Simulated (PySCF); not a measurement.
ClF, singlet, geometry from GFN2-xTB; PySCF with TPSS/6-31G**.

PySCF was given this input:
```python
from pyscf import gto, scf, dft

mol = gto.Mole()
mol.atom = '''
    F    -0.00000000   -0.00000000   -1.09952052
    Cl    0.00000000    0.00000000    0.58209910
'''
mol.basis = '6-31g**'
mol.verbose = 4
mol.build()

mf = dft.RKS(mol)
mf.xc = 'tpss'
mf.kernel()
```

Problem. Write the output that PySCF gives for this input, abridged.

Solution. 
```
PySCF version 2.14.0

[INPUT] verbose = 4
[INPUT] num. atoms = 2
[INPUT] num. electrons = 26
[INPUT] charge = 0
[INPUT] spin (= nelec alpha-beta = 2S) = 0
[INPUT] symmetry False subgroup None
[INPUT] Mole.unit = angstrom
[INPUT] Symbol           X                Y                Z      unit          X                Y                Z       unit  Magmom
[INPUT]  1 F      0.000000000000   0.000000000000  -1.099520520000 AA    0.000000000000   0.000000000000  -2.077792651139 Bohr   0.0
[INPUT]  2 Cl     0.000000000000   0.000000000000   0.582099100000 AA    0.000000000000   0.000000000000   1.100007876356 Bohr   0.0

nuclear repulsion = 48.1465084659038
number of shells = 14
number of NR pGTOs = 78
number of NR cGTOs = 32
basis = 6-31g**
ecp = {}

******** <class 'pyscf.dft.rks.RKS'> ********
method = RKS
initial guess = minao
damping factor = 0
level_shift factor = 0
DIIS = <class 'pyscf.scf.diis.CDIIS'>
diis_start_cycle = 1
diis_space = 8
diis_damp = 0
SCF conv_tol = 1e-09
SCF conv_tol_grad = None
SCF max_cycles = 50
direct_scf = True
direct_scf_tol = 1e-13
XC library pyscf.dft.libxc version 7.1.2
    S. Lehtola, C. Steigemann, M. J. T. Oliveira, and M. A. L. Marques,  SoftwareX 7, 1–5 (2018)
XC functionals = tpss
    J. Tao, J. P. Perdew, V. N. Staroverov, and G. E. Scuseria,  Phys. Rev. Lett. 91, 146401 (2003)
    J. P. Perdew, J. Tao, V. N. Staroverov, and G. E. Scuseria,  J. Chem. Phys. 120, 6898 (2004)
    J. Tao, J. P. Perdew, V. N. Staroverov, and G. E. Scuseria,  Phys. Rev. Lett. 91, 146401 (2003)
    J. P. Perdew, J. Tao, V. N. Staroverov, and G. E. Scuseria,  J. Chem. Phys. 120, 6898 (2004)
radial grids:
    Treutler-Ahlrichs [JCP 102, 346 (1995); DOI:10.1063/1.469408] (M4) radial grids

becke partition: Becke, JCP 88, 2547 (1988); DOI:10.1063/1.454033
pruning grids: <function nwchem_prune>
grids dens level: 3
symmetrized grids: False
atomic radii adjust function: <function treutler_atomic_radii_adjust>
small_rho_cutoff = 0
Set gradient conv threshold to 3.16228e-05
Initial guess from minao.
tot grids = 33144
init E= -560.061895109246
  HOMO = -0.317456331311551  LUMO = -0.178805746852204  gap/eV = 3.77287
cycle= 1 E= -559.922470035243  delta_E= 0.139  |g|= 0.42  |ddm|= 1.58
  HOMO = -0.216017056450113  LUMO = -0.116081629043848  gap/eV = 2.71938
cycle= 2 E= -559.755312235697  delta_E= 0.167  |g|=    1  |ddm|= 0.924
  HOMO = -0.277124061862121  LUMO = -0.154733600972648  gap/eV = 3.33041
cycle= 3 E= -559.952866827646  delta_E= -0.198  |g|= 0.0692  |ddm|= 0.743
  HOMO = -0.28493494396269  LUMO = -0.160374869514785  gap/eV = 3.38945
cycle= 4 E= -559.954089393081  delta_E= -0.00122  |g|= 0.019  |ddm|= 0.0933
  HOMO = -0.283826664426297  LUMO = -0.159327982263411  gap/eV = 3.38778
cycle= 5 E= -559.95419079701  delta_E= -0.000101  |g|= 0.00253  |ddm|= 0.0196
  HOMO = -0.283376171339883  LUMO = -0.15890770046757  gap/eV = 3.38696
cycle= 6 E= -559.954192550719  delta_E= -1.75e-06  |g|= 0.000318  |ddm|= 0.00315
  HOMO = -0.283440195081486  LUMO = -0.158990118360594  gap/eV = 3.38646
cycle= 7 E= -559.954192572515  delta_E= -2.18e-08  |g|= 6.1e-05  |ddm|= 0.000362
  HOMO = -0.283437188331558  LUMO = -0.158987572911412  gap/eV = 3.38645
cycle= 8 E= -559.954192573524  delta_E= -1.01e-09  |g|= 2.71e-06  |ddm|= 5.74e-05
  HOMO = -0.28343709064949  LUMO = -0.158987366749322  gap/eV = 3.38645
cycle= 9 E= -559.954192573526  delta_E= -2.05e-12  |g|= 2.51e-07  |ddm|= 2.33e-06
  HOMO = -0.28343710177365  LUMO = -0.158987386937886  gap/eV = 3.38645
Extra cycle  E= -559.954192573527  delta_E= -3.41e-13  |g|= 6.95e-07  |ddm|= 7.04e-07
converged SCF energy = -559.954192573527
```
